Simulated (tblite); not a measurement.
**Question.** What does the GFN2-xTB structure of `[C]12C[C@H]3[C@H](C[C@H]31)[C@H]2F` [radical] look like in three dimensions? (Doublet state.)

**Answer.** 
```
atom  x, y, z in Å
F1     1.3982   -0.3540   -2.0116
C2     0.2122   -0.0473   -1.3945
C3    -0.3056   -1.1353   -0.4724
C4     0.8858   -1.4091    0.4369
C5     0.4866   -0.0285    0.9507
C6     0.3500    0.9722   -0.2477
C7    -1.1333    1.1457    0.1125
C8    -1.0016   -0.2851    0.6183
H9    -0.4695    0.2726   -2.1866
H10    1.8536   -1.5473   -0.0365
H11    0.7016   -2.1782    1.1815
H12    0.8211    0.3497    1.9123
H13    1.0225    1.8117   -0.3936
H14   -1.8259    1.3539   -0.7015
H15   -1.2975    1.8452    0.9297
H16   -1.7056   -0.7574    1.2911
```

Any rigid rotation of these coordinates is as good. Atoms count from 1 in this order. The 5-membered ring C2–C3–C4–C5–C6 has internal angles of 80.4° to 110.1° (sum 485°, against 540° for a flat polygon); it is puckered, 0.31 Å rms from its mean plane, widest ring torsion 71°. The C–C distances run from 1.517 Å (C2–C3, drawn single) to 1.567 Å (C5–C6, drawn single), a spread of 0.050 Å. Of the pairs four or more bonds apart, F1···H10 is among the closest relative to their van der Waals radii: 2.35 Å, 88 % of the sum of Bondi's values. The 5-membered ring C2–C3–C8–C7–C6 has internal angles of 83.6° to 108.7° (sum 486°, against 540° for a flat polygon); it is puckered, 0.32 Å rms from its mean plane, widest ring torsion 69°.

Bonds between heavy atoms (Å): F1–C2 1.372, C2–C3 1.517, C3–C4 1.523, C4–C5 1.526, C5–C6 1.567, C6–C7 1.536, C7–C8 1.523, C2–C6 1.541, C3–C8 1.548, C5–C8 1.546.

Computed geometry: GFN2-xTB, gas phase. This method treats the open shell by occupation alone, without spin polarisation.

Point group: C1 (no symmetry element, even within 0.4 Å). Its GFN2-xTB frequencies are all real (lowest 231 cm⁻¹).

On one thread, Arm Neoverse V2 (aarch64), no GPU (shared host), this took 0.14 s of wall time. This is the geometry optimisation.
